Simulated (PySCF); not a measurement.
## Electron correlation in N³⁺ (nitrogen, charge +3)

[He] 2s2, closed-shell 1S. All numbers are calculated (PySCF 2.14, scalar relativity by spin-free X2C-1e, in x2c-TZVPPall with one added diffuse shell each of s, p, d type (6s4p3d1f, 40 functions)). Frozen: nothing; 4 electrons correlated.

```csv
level,correlation energy (mhartree)
CCSD,-101.14
(T),-0.29
CCSD(T),-101.43
CCSDT,-101.43
```

Diagnostics: T1 = 0.0047, D1 = 0.0094, largest double amplitude 0.153.

Is a single reference adequate?

Not fully. A double-excitation amplitude exceeds 0.15, a sign of near-degeneracy.

This basis was not built for core-valence correlation, so the inner-shell part is incomplete.
